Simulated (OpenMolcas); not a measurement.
**Nd²⁺: from CASSCF to CASPT2**

* Program: OpenMolcas 26.06
* Basis: ANO-RCC-VTZP [8s7p5d3f2g1h]
* Scalar Hamiltonian: DKH2, point nucleus
* Active space: 4 electrons in 7 orbitals (4f)
* State averaging: 2S+1 = 5 even, 35 roots; 2S+1 = 3 even, 210 roots (159 in the spin-orbit step); 2S+1 = 1 even, 196 roots (105 in the spin-orbit step)
* Spin-orbit coupling: RASSI with atomic mean-field integrals over the reference wave functions, term energies averaged over their components

Methods on the same reference wave functions:
A. CASSCF
B. SS-CASPT2, IPEA 0.25 Eh, imaginary shift 0.1 Eh (closed shells correlated: 5s 5p)
C. MS-CASPT2, IPEA 0.25 Eh, imaginary shift 0.1 Eh (closed shells correlated: 5s 5p)

Energies in cm⁻¹ above 4f⁴ ⁵I₄, the measured ground level; measured values from Ding et al., The Spectrum and Energy Levels of the Low-lying Configurations of Nd III (preprint, 2023).

```csv
Level,A,B,C,Measured
4f⁴ ⁵I₄,0.0,0.0,0.0,0.0
4f⁴ ⁵I₅,1195,1233,1233,1138
4f⁴ ⁵I₆,2536,2590,2590,2388
4f⁴ ⁵I₇,3989,4030,4030,3715
4f⁴ ⁵I₈,5522,5520,5520,5093
4f⁴ ⁵F₁,14454,11750,11690,
4f⁴ ⁵F₂,14871,12140,12080,10774
4f⁴ ⁵F₃,15557,12850,12790,11425
4f⁴ ⁵S₂,16163,14040,14440,
4f⁴ ⁵F₄,16388,13620,13570,12181
4f⁴ ³K₆(1),17447,14520,14520,14064
4f⁴ ⁵F₅,17455,14710,14650,13210
4f⁴ ³K₇(1),18632,15740,15740,15154
4f⁴ ³K₈(1),20033,17130,17130,16459
4f⁴ ³H₄(1) [62 %],20287,15980,15980,
4f⁴ ⁵G₂,21508,18070,18080,
4f⁴ ³H₅(1) [67 %],22158,17990,17990,16622
4f⁴ ⁵G₄ [57 %],23106,19470,19470,16831
4f⁴ ³L₇,24284,21340,21340,
4f⁴ ⁵G₅ [73 %],24581,21070,21070,18313
4f⁴ ³H₆(1) [70 %],24638,20560,20560,
4f⁴ ³D₂ [61 %],25126,20180,20190,
4f⁴ ³L₈,25394,22450,22450,
4f⁴ ³D₁ [54 %],25913,21050,21050,
```

Deviations, from unrounded energies. A percentage is the sum of absolute deviations over the sum of measured energies, with the sign that they share, or ± where signs differ.

```
                        Against measurement  Levels      A     B     C
             mean absolute deviation (cm-1)      14   3300  1100  1100
      fine structure of the ground term (%)       4   +7.4  +8.5  +8.5
other terms of the ground configuration (%)      10  +31.2  +9.8  +9.6
```

B, C lie about equally close to measurement and A furthest from it. The largest miss of C in the table is 4f⁴ ⁵G₅ [73 %], by +2800 cm-1. The ranking rests on the paired levels alone, and a cruder setting can come out closer through cancelling errors.

Between B and C the level of the table that moves most is 4f⁴ ⁵S₂, by 400 cm-1 (lowest in B, highest in C). Moves below CASPT2's spread within the term are not significant.

The mean deviations of B to C differ by less than CASPT2's widest spread within a term (1600 cm-1), so their order carries little weight.

From A to B the spin-free energies of the other terms of 4f⁴ shown, above ⁵I, scale by factors of 0.78 to 0.86, as is usual when dynamic correlation screens the repulsion within a d or f shell.

The lowest spin-free term lies below A's lowest term by 0.365 hartree in B, 0.365 hartree in C.

Term energies are means over components that CASPT2 splits; among the terms shown or strongly mixed into the levels shown the widest spread is 1600 cm-1 (4f⁴ ⁵I, C). High states are left out of the spin-orbit mixing, which shifts the levels that they would mix with. Some levels mix across a computed gap that differs much from the measured one, so their mixing is not that of the real levels. Without dynamic correlation excited terms often stand tens of per cent too high (terms of higher spin than the ground term too low), and those without a measured partner can miss by more than the paired ones (holds for A). Some terms miss by over 15 % even with CASPT2, which points to a basis or an active space too small for the shells correlated (holds for B; C). Blocks of more than 70 roots (2S+1 = 3 even, 1 even) ran without multistate coupling (holds for C). The CASPT2 spread within a term exceeds the gap to the next term for 4f⁴ ³G(1) and 4f⁴ ⁵G, so the order of their levels is uncertain, and so are names and mixing where such terms share a J (holds for C). Computed and measured levels are paired by configuration, term and J; levels that our copy of the source lacks, or whose pairing is in doubt (as where it misses far off the trend of its configuration), stay unpaired and out of the deviations. Only configurations of the active space appear. The table leaves out levels that lie high or whose names do not pair safely across all columns.

A share in square brackets marks a mixed level and gives the weight of the term that names it, the lowest over the columns. A number in round brackets counts repeated terms of one configuration in the order of the reference energies.
